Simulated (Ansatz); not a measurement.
```yaml
crystal:
  periodic: [false, false, false]
  atoms:
    - {symbol: C, position_ang: [-0.536749, 2.038206, 0.289886]}
    - {symbol: N, position_ang: [-0.440096, 0.595162, 0.262751]}
    - {symbol: B, position_ang: [0.554774, -0.161793, -0.330249]}
    - {symbol: Si, position_ang: [0.493299, -2.173275, -0.246810]}
    - {symbol: H, position_ang: [-1.456057, 2.384455, -0.191785]}
    - {symbol: H, position_ang: [0.313745, 2.460033, -0.244291]}
    - {symbol: H, position_ang: [-0.526134, 2.418449, 1.315737]}
    - {symbol: H, position_ang: [-1.199887, 0.131883, 0.739297]}
    - {symbol: H, position_ang: [1.440775, 0.427741, -0.887044]}
    - {symbol: H, position_ang: [0.447215, -2.781084, -1.608214]}
    - {symbol: H, position_ang: [1.694597, -2.733916, 0.436981]}
    - {symbol: H, position_ang: [-0.708482, -2.660959, 0.497540]}
basis:
  gaussian: {orbitals: def2-SVP}
hamiltonian: {xc: {name: HF}}
correlation: {method: mp2, frozen_orbitals: {C: 0}}
output: {forces: true}
```

```sh
$ ansatz run in.yaml --threads 2 --pin off --events-out ev --progress --plain --max-ram 4352MiB
```

(1) How does Ansatz answer? (Best estimate.)

## Answers

(1) Computed: The input was rejected before any iteration.
```
Functional definition: HF
Error: "frozen_orbitals" has no count for N
```
